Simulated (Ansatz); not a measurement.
Task: Name a neutral molecule of C, N, O, Si and H with size of the dipole moment (PBE/def2-TZVPP) between 0.80 and 1.10 D and HOMO energy (PBE0/def2-TZVPP) between -7.55 and -7.25 eV (Ansatz, PBE0-D4/def2-TZVP geometry).

Result: `OC1=N[SiH2]C[SiH2]1` (0.90 D, -7.41 eV). Other molecules can fit too; these were computed, each in one conformer that needn't be the lowest.
